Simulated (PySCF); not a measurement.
Electron correlation in Cr (chromium, neutral)

[Ar] 3d5 4s1, high-spin 7S determinant. Calculation: PySCF 2.14, in 6-31G* (5s4p2d1f, 34 functions); no relativity, point nucleus. Frozen: [Ar]; 6 electrons correlated.

MP2 pair energies summed by pair of shells (mhartree):

```tsv
pair	energy	share (%)
3d-3d	-49.87	89.2
3d-4s	-6.01	10.8
```

Total MP2 correlation energy: -55.88 mhartree.

Same-spin part -55.88 and opposite-spin part 0.00 mhartree; SCS-MP2 scales them by 1/3 and 6/5 to -18.63 mhartree.
